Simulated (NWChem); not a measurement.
System: CdSiH$_{4}$S; SMILES [SH][Cd][SiH3]

```xyz
7

Cd    -0.6760     0.2760     0.0053
S     -0.5435     2.6431     0.0074
H      0.8091     2.6473    -0.0026
Si    -0.8263    -2.2203     0.0030
H     -1.5352    -2.7220    -1.2166
H     -1.5671    -2.7220     1.2035
H      0.5402    -2.8328     0.0210
```
Atoms are numbered in this order, from 1.

Level: PBE0/def2-SVP with def2 effective core potentials on Cd (NWChem), optimised geometry, unscaled harmonic frequencies. def2 effective core potentials on Cd; no spin-orbit coupling.

| frequency (cm⁻¹) | IR intensity (km/mol) |
|---|---|
| 36 | 12.8 |
| 77 | 5.3 |
| 79 | 5.4 |
| 278 | 2.0 |
| 362 | 38.3 |
| 447 | 2.1 |
| 453 | 2.7 |
| 599 | 8.7 |
| 849 | 325.0 |
| 937 | 39.0 |
| 938 | 39.1 |
| 2208 | 81.0 |
| 2220 | 83.3 |
| 2221 | 82.6 |
| 2702 | 1.9 |

```json
{
 "zero_point_energy": "20.6 kcal/mol",
 "thermal correction to the enthalpy at 298.15 K (with zero-point energy)": "25.5 kcal/mol",
 "heat capacity Cv": "20.4 cal/(mol K)",
 "entropy at 298.15 K and 1 atm (symmetry number 1)": "85.3 cal/(mol K)"
}
```

Rigid rotor and harmonic oscillator; modes under 100 cm⁻¹ make the entropy uncertain.
